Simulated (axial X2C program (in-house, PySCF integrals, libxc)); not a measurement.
Potential curves of MoCl⁻, 2c

Calculated with an in-house relativistic program for diatomic molecules. Two-component (2c) means X2C with spin–orbit coupling and atomic mean-field two-electron Coulomb and Gaunt terms. Basis: Mo dyall-acv3z [12s13p10d5f3g], Cl dyall-av3z [9s8p3d2f] (cores contracted in-house); Gaussian nuclei, density fitting, unrestricted open shells. Masses: Mo 97.905 u, Cl 34.969 u.

State: Ω = 3 (⟨Sz⟩ = 3.00, ⟨Lz⟩ = 0.00 at HF). Energies in eV from the fragments at the same level (Mo + Cl-). Fits are polynomials in 1 − R0/R over 0.85 to 1.23 times the lowest point R0.

| R (Å) | MP2 | HF |
| --- | --- | --- |
| 2.1907 | -0.8739 | -0.2367 |
| 2.2914 | -1.1711 | -0.6366 |
| 2.3669 | -1.2964 | -0.8264 |
| 2.4425 | -1.3623 | -0.9477 |
| 2.5180 | -1.3844 | -1.0175 |
| 2.6061 | -1.3711 | -1.0519 |
| 2.6943 | -1.3293 | -1.0508 |
| 2.8076 | -1.2500 | -1.0156 |
| 2.9461 | -1.1336 | -0.9435 |
| 3.1475 | -0.9567 | -0.8171 |

Correlated methods: 14 electrons correlated (number of frozen shells: Mo 4 s, 3 p, 1 d; Cl 2 s, 1 p), 308 virtual spin orbitals or spinors in MP2.

The state is one determinant whose occupation by symmetry is held fixed; it was picked as the lowest of a PBE0 search that is not exhaustive. De is counted from the lowest determinant-based energies of the atoms at the same level, without counterpoise correction. PBE0 can misorder states that lie within some tenths of an eV, so this need not be the ground state of the molecule. The nearest other 2c determinant of the search, Ω = 2, lies 0.45 eV up at the distance of the search. With several unpaired electrons one determinant need not be a pure state. Open-shell Ω = 0 determinants with evenly filled partner blocks cannot be reached by this program, so the Ω shown need not be the lowest component. With the outer-core shells frozen, correlated bond lengths of heavy atoms tend to come out a few hundredths of an ångström too long. Hartree–Fock gets electron affinities wrong, so its lowest charge split need not be the true one. MP2 and coupled cluster on one determinant become unreliable at the stretched end.

Task: What are Re, ωe and De at the MP2 level?

Result: At MP2, 2c: Re = 2.530 Å, ωe ≈ 234 cm⁻¹, De = 1.38 eV to Mo + Cl-; Be follows as 0.102 cm⁻¹.

Task: What are Re, ωe and De at the HF level?

Result: At HF, 2c: Re = 2.645 Å, ωe ≈ 200 cm⁻¹, De = 1.06 eV to Mo + Cl-; Be follows as 0.0935 cm⁻¹.
